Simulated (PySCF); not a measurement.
**Ionisation energy of Tl⁺ by level of theory**

Tl⁺ [Xe] 4f14 5d10 6s2 (1S) → Tl²⁺ [Xe] 4f14 5d10 6s1 (2S), as a difference of total energies. Calculation: PySCF 2.14, in def2-TZVPPD with the def2 core potential (60 electrons) (7s5p4d2f, 56 functions); scalar relativity through the core potential. Correlated levels: valence: 5s2 5p6 5d10 frozen. The calculations carry no spin-orbit coupling.

```csv
method,ionisation energy (eV),error (eV)
UHF,18.362,-2.066
MP2 (valence),18.912,-1.516
SCS-MP2 (valence),19.021,-1.407
CCSD (valence),19.111,-1.317
```

Reference: 20.428 eV (measured; NIST Atomic Spectra Database, ionization energies).

Errors of the correlated levels include the incompleteness of this basis and the frozen core.

With two correlated electrons CCSD is exact in that space.
